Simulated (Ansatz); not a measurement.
Basis-set extrapolation for `C=[CH][Al][CH3]` radical (PBE0-D4/def2-TZVP geometry, frozen core, the Gaussian-basis code of Ansatz). Multiplicity 2, UHF reference.

```tsv
	def2-TZVPP	def2-QZVPP
HF	-359.015411	-359.027711
MP2 correlation	-0.557066	-0.593182
CCSD(T) correlation	-0.624893	not run
```

Energies in hartree. Use E(X) = E(∞) + A·exp(−7.88·√X) for Hartree–Fock and E(X) = E(∞) + B·X^(−2.97) for correlation, with X = 3 and 4, and add CCSD(T) minus MP2 of the smaller set to the MP2 limit.

What is the CCSD(T) energy at the basis-set limit?

HF limit: -359.027711 + (-0.012300) × 0.13774 = -359.02941. MP2 limit: -0.593182 + (-0.036116) × 0.74074 = -0.61993. Higher-order term: -0.624893 − (-0.557066) = -0.06783. Total: -359.71717 hartree, 201.8 kJ/mol below CCSD(T)/def2-TZVPP.
